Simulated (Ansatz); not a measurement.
A further run on B6 (the lowest singlet isomer of a short search).

```yaml
crystal:
  periodic: [false, false, false]
  atoms:
    - {symbol: B, position_ang: [-2.000335, 0.293145, -0.022126]}
    - {symbol: B, position_ang: [0.496200, -0.816182, -0.139347]}
    - {symbol: B, position_ang: [-1.035256, -0.875337, 0.321771]}
    - {symbol: B, position_ang: [-0.505443, 0.821458, 0.038922]}
    - {symbol: B, position_ang: [1.959967, -0.270104, -0.416323]}
    - {symbol: B, position_ang: [1.084866, 0.847019, 0.217093]}
basis:
  gaussian: {orbitals: STO-3G, fitting: {mean_field: def2-universal-jkfit}, nuclear_model: gaussian}
hamiltonian: {xc: {name: rPW86-PBE}, dispersion: d4}
scf: {omitted_lower_state_checks: [starts]}
```

```sh
$ ansatz run in.yaml --threads 4 --pin off --events-out ev --progress --plain --max-ram 3916MiB
```

It prints (some lines left out):

```
Functional definition: rPW86-PBE
450 factors; integrals over basis functions are off by at most 3.1e-3 eV
mean field evaluation 1: about -4006.4157 eV, gradient 4.8e0 eV
mean field evaluation 2: about -4006.2948 eV, gradient 6.0e0 eV
mean field evaluation 4: about -4006.5497 eV, gradient 1.7e0 eV
mean field evaluation 8: about -4006.5603 eV, gradient 3.1e-1 eV
mean field evaluation 16: about -4006.5607 eV, gradient 4.0e-5 eV
mean field -4006.56069555 eV, -147.2383898171 hartree, gradient 4.0e-5 eV, S^2 0.000000; 0 other end points of the search recorded, 0 dependent functions left out
reference -4006.56076100 eV, -147.2383922222 hartree; 15, 15 occupied and 15, 15 virtual orbitals, 450 factors
Total energy: -4006.77281809 eV, -147.2461851765 hartree
Checks for a lower state left out: starts
```

Hardware: 4 threads of Arm Neoverse V1 on a shared host. Wall time 0.65 s.

The restricted singlet is unstable towards broken spin symmetry at other levels; at RKS rPW86-PBE-D4/STO-3G this wasn't settled.
